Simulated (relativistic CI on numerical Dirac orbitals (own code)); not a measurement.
**Ne: what numerical and physical settings do to a radial Dirac CI calculation**

Reference input:

```
atom Ne  Z=10  charge=0  electrons=10
nucleus A=20  rms_radius_fm=3.0055
hamiltonian dirac-coulomb  breit=on  qed=on  c_scale=1
orbitals kli  potential=per-configuration
slater_scale 1
correlation none
mixing on
grid step=0.0125 r_max=102.8
scf mixing=0.4 start=green max_iterations=150 tolerance=2e-08 node_fill=0.05
configurations
  [He] 2s2 2p6
  [He] 2s2 2p5 3s
  [He] 2s2 2p5 3p
end
```

Computed lowest total energy -128.66240 Ha, first excitation 121425.3 cm⁻¹, 32 SCF steps. Runs with settings changed; * marks those that are bad on purpose (the QED terms keep the true α when c is scaled):

```tsv
Changed	Outcome	Lowest level	ΔE (Ha)	First excitation (cm⁻¹)	SCF steps	Message
speed of light × 10	converged	2p6 1S_0	0.126	121905.0	32	
speed of light × 1.25, node fill of the KLI weights 0	converged	2p6 1S_0	0.0461	121591.4	32	
end of the grid at 154.2 bohr	converged	2p6 1S_0	0	121425.3	32	
start potential bare	converged	2p6 1S_0	1.61e-10	121425.3	56	
end of the grid at 3.08 bohr *	not converged				10	orbital 2s not found
nuclear radius 3005.5 fm *	converged	2p6 1S_0	16.1	140015.7	32
```

With so few configurations and no correlation, terms lie too far apart (by 10 to 50 % near neutrality), their order can be wrong, and levels of other configurations are missing.
